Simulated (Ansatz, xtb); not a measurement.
## Two isomers of C4H2ClFN2

We compare I, `Fc1cc(Cl)ncn1`, a singlet, with II, `Fc1ccnc(Cl)n1`, a singlet. Both are isolated molecules in the gas phase, relaxed with PBE0-D3(BJ)/def2-SVP.

Quicker runs give these differences E(II) − E(I): GFN2-xTB +0.09 kcal/mol; HF/STO-3G +0.80 kcal/mol (at GFN2-xTB geometries); r2SCAN-D4/def2-SVP +0.34 kcal/mol (at GFN2-xTB geometries).

Task: Estimate E(II) − E(I) at the level CCSD(T)/def2-SVP + ΔMP2/def2-TZVPP.

Result: Not settled: CCSD(T)/def2-SVP + ΔMP2/def2-TZVPP gives E(II) − E(I) = +1.04 kcal/mol, but this leans on the basis-set step: CCSD(T) alone gives +0.65 kcal/mol.

How the difference moves with the method:

```json
{"level": "GFN2-xTB", "geometry": "GFN2-xTB", "E(II) − E(I) (kcal/mol)": "+0.09", "departure from the last row (kcal/mol)": "−0.96", "job, with rough time for the two": "optimisation, 0.13 s"}
{"level": "HF/STO-3G", "geometry": "GFN2-xTB", "E(II) − E(I) (kcal/mol)": "+0.80", "departure from the last row (kcal/mol)": "−0.24", "job, with rough time for the two": "single point, 0.56 s"}
{"level": "r2SCAN-D4/def2-SVP", "geometry": "GFN2-xTB", "E(II) − E(I) (kcal/mol)": "+0.34", "departure from the last row (kcal/mol)": "−0.70", "job, with rough time for the two": "single point, 6.9 s"}
{"level": "PBE0-D3(BJ)/def2-SVP", "geometry": "PBE0-D3(BJ)/def2-SVP", "E(II) − E(I) (kcal/mol)": "+0.24", "departure from the last row (kcal/mol)": "−0.80", "job, with rough time for the two": "optimisation, 41 s"}
{"level": "HF/def2-SVP", "geometry": "PBE0-D3(BJ)/def2-SVP", "E(II) − E(I) (kcal/mol)": "+0.46", "departure from the last row (kcal/mol)": "−0.58", "job, with rough time for the two": "part of the CCSD(T) run"}
{"level": "MP2/def2-SVP", "geometry": "PBE0-D3(BJ)/def2-SVP", "E(II) − E(I) (kcal/mol)": "+0.58", "departure from the last row (kcal/mol)": "−0.46", "job, with rough time for the two": "part of the CCSD(T) run"}
{"level": "CCSD(T)/def2-SVP", "geometry": "PBE0-D3(BJ)/def2-SVP", "E(II) − E(I) (kcal/mol)": "+0.65", "departure from the last row (kcal/mol)": "−0.39", "job, with rough time for the two": "single point"}
{"level": "CCSD(T)/def2-SVP + ΔMP2/def2-TZVPP", "geometry": "PBE0-D3(BJ)/def2-SVP", "E(II) − E(I) (kcal/mol)": "+1.04", "departure from the last row (kcal/mol)": "", "job, with rough time for the two": "single point, 1.9 min"}
```

As drawn, both hold the same kinds of bond in the same numbers.

GFN2-xTB, r2SCAN-D4/def2-SVP, PBE0-D3(BJ)/def2-SVP, HF/def2-SVP find them nearly level. The largest departure from CCSD(T)/def2-SVP + ΔMP2/def2-TZVPP is that of GFN2-xTB, 0.96 kcal/mol. The last row adds to CCSD(T) the change of the MP2 difference between the two basis sets, here +0.39 kcal/mol.

With thermal terms from frequencies at re-optimised GFN2-xTB minima (ideal gas, soft modes damped towards free rotors, one conformer each, 298.15 K, 1 atm): the zero-point term adds 0.00 kcal/mol; ΔH is +1.04 and ΔG +1.06 kcal/mol.

The correlated steps freeze 12 core orbitals. Run with Ansatz 0.2.0, xtb 6.7.1; the last row on 2 threads of Arm Neoverse V1 on a shared host.
